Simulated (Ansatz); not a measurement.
WO2⁻. Total charge -1; doublet. Geometry PBE0-D4/def2-TZVPD; atoms count from 1.

```csv
atom,x (Å),y (Å),z (Å)
W1,0.057,0.396,0.448
O2,-1.365,0.346,-0.535
O3,1.308,-0.742,0.086
```

In the def2 sets W takes a core potential; there is no spin–orbit coupling. The charge -1 doublet is spin-contaminated (final ⟨S²⟩ up to 1.08, 0.75 for a pure state). The structure comes from a short search, and lower isomers may exist.

(1) Estimate the Mulliken populations from the PBE0/def2-TZVPD orbitals of Ansatz.

(2) Where does the spin sit?

(3) And the Mayer bond orders between heavy atoms (over 0.3)?

Answers

(1) 
| atom | charge (e) | spin (α − β) | d electrons |
| --- | --- | --- | --- |
| W1 | -0.01 | 1.04 | 3.69 |
| O2 | -0.49 | -0.02 | – |
| O3 | -0.49 | -0.02 | – |
Mulliken values depend strongly on the basis. With diffuse functions, as here, like atoms can get unlike values, and bond orders can come out too low or too high.

(2) Summed by element: W 1.04, O -0.04, of 1 unpaired in all. Largest on single atoms: W1 1.04, O2 -0.02, O3 -0.02.

(3) W1–O2 1.45 (1.73 Å); W1–O3 1.45 (1.73 Å).
